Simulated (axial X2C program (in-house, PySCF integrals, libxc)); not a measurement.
## Spin–orbit effects down a group: molecules with I, MP2

All values come from calculations with an in-house all-electron X2C program for linear molecules (integrals from PySCF), spin-free (one-electron X2C) or two-component (2c: spin–orbit coupling with atomic mean-field Coulomb and Gaunt terms, which also bring small scalar terms), in Dyall basis sets with cores contracted in-house; open shells are unrestricted.

Basis sets: Ge dyall-cv3z, I dyall-cv3z, Si dyall-v3z, Sn dyall-cv3z. Frozen shells (counts by l): SiI I 4s3p2d, Si 2s1p, 11 electrons correlated; GeI I 4s3p2d, Ge 3s2p1d, 11 electrons correlated; SnI I 4s3p2d, Sn 4s3p2d, 11 electrons correlated. Where the outer core of a metal is frozen, bonds come out longer and ionisation energies lower.

```csv
molecule,spin-free state,Re (Å),ωe (cm⁻¹),De (eV),2c state,Re 2c (Å),ωe 2c (cm⁻¹),De 2c (eV)
SiI,"M_S = 1/2, Λ = 1",2.451,365.2,3.10,Ω = 1/2,2.451,365.5,2.88
GeI,"M_S = 1/2, Λ = 1",2.537,243.7,2.96,Ω = 1/2,2.537,243.5,n/a
SnI,"M_S = 1/2, Λ = 1",2.736,196.5,2.89,Ω = 1/2,2.739,195.3,n/a
```

Task: Work out the shifts from the spin-free to the two-component result.

Result: 

```json
{"molecule": "SiI", "2c state": "Ω = 1/2", "ΔRe (Å)": "0.000", "Δωe (cm⁻¹)": "0.3", "ΔDe (eV)": "-0.22"}
{"molecule": "GeI", "2c state": "Ω = 1/2", "ΔRe (Å)": "0.000", "Δωe (cm⁻¹)": "-0.2", "ΔDe (eV)": "n/a"}
{"molecule": "SnI", "2c state": "Ω = 1/2", "ΔRe (Å)": "0.003", "Δωe (cm⁻¹)": "-1.2", "ΔDe (eV)": "n/a"}
```

Shifts of one unit in the last digit are rounding.

Each entry is the lowest single determinant of a limited PBE0 search at one distance. De goes to single-determinant-based atoms at the same level (for ions the charge split of lowest energy) and is withheld (n/a) where an atom does not fit its ground term or J level. Main or longest-lived isotopes. Some light 2c atoms are not at their ground J level, so De misses part of their lowering (0.04 eV or less).
